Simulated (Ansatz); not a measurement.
```yaml
crystal:
  periodic: [false, false, false]
  atoms:
    - {symbol: N, position_ang: [-0.225612, -2.238916, -1.311224]}
    - {symbol: Ga, position_ang: [0.406011, -0.904064, -0.288250]}
    - {symbol: F, position_ang: [2.087517, -1.122007, 0.201465]}
    - {symbol: C, position_ang: [-0.414126, 0.770144, 0.282567]}
    - {symbol: F, position_ang: [-1.805060, 0.727803, 0.083409]}
    - {symbol: B, position_ang: [0.231372, 2.189320, 0.362390]}
    - {symbol: N, position_ang: [-0.032282, 1.464551, 1.467188]}
    - {symbol: H, position_ang: [-1.173981, -2.292158, -1.638304]}
    - {symbol: H, position_ang: [0.317695, -3.051982, -1.543467]}
    - {symbol: H, position_ang: [0.641596, 3.210087, -0.065081]}
    - {symbol: H, position_ang: [-0.033140, 1.247222, 2.449319]}
basis:
  gaussian: {orbitals: def2-TZVPD}
total_charge: -1
magnetization: {spin_polarized: true, initial_magnetization: 1}
hamiltonian: {xc: {name: B97}}
output: {forces: true}
```

```sh
$ ansatz run in.yaml --threads 2 --pin off --events-out ev --progress --plain --max-ram 32768MiB --backend cuda --devices 0, --max-vram 18GiB
```

It prints (some lines left out):

```
Functional definition: B97
1714 factors; their error is unknown
mean field evaluation 1: about -62555.6764 eV, gradient 5.7e1 eV
mean field evaluation 2: about -62506.1294 eV, gradient 1.1e2 eV
mean field evaluation 4: about -62566.8600 eV, gradient 1.9e1 eV
mean field evaluation 8: about -62568.9566 eV, gradient 6.6e-1 eV
mean field evaluation 16: about -62569.0997 eV, gradient 2.3e-2 eV
mean field evaluation 32: about -62569.0997 eV, gradient 1.1e-4 eV
mean field -62569.09972066 eV, -2299.3720038753 hartree, gradient 4.7e-6 eV, S^2 0.750849; 9 other end points of the search recorded, 0 dependent functions left out
reference -62569.09978751 eV, -2299.3720063319 hartree; 40, 39 occupied and 278, 279 virtual orbitals, 1714 factors
Total energy: -62569.09978751 eV, -2299.3720063319 hartree
Atom 0 at    -0.225612    -2.238916    -1.311224 Å, force    -0.030844    -0.166611    -0.632987 eV/Å
Atom 1 at     0.406011    -0.904064    -0.288250 Å, force    -0.721509    -0.400437     1.329047 eV/Å
Atom 2 at     2.087517    -1.122007     0.201465 Å, force     0.993052     0.111882    -0.090189 eV/Å
Atom 3 at    -0.414126     0.770144     0.282567 Å, force     0.560661     0.480785    -0.752559 eV/Å
Atom 4 at    -1.805060     0.727803     0.083409 Å, force    -0.712966     0.003278    -0.065905 eV/Å
Atom 5 at     0.231372     2.189320     0.362390 Å, force    -0.122435     0.387922    -0.528695 eV/Å
Atom 6 at    -0.032282     1.464551     1.467188 Å, force    -0.166135     0.135381     0.700118 eV/Å
Atom 7 at    -1.173981    -2.292158    -1.638304 Å, force    -0.268558    -0.052525    -0.125757 eV/Å
Atom 8 at     0.317695    -3.051982    -1.543467 Å, force     0.124896    -0.222088    -0.088000 eV/Å
Atom 9 at     0.641596     3.210087    -0.065081 Å, force     0.175273     0.039580     0.025077 eV/Å
Atom 10 at    -0.033140     1.247222     2.449319 Å, force     0.168566    -0.317166     0.229850 eV/Å
Dipole moment:    -0.204643     0.626190    -0.129529 e Å
```

Run time 26 s (2 threads of an AMD EPYC 7R13 on a shared host and a share of an NVIDIA H100 80 GB); peak host memory 1.1 GiB.
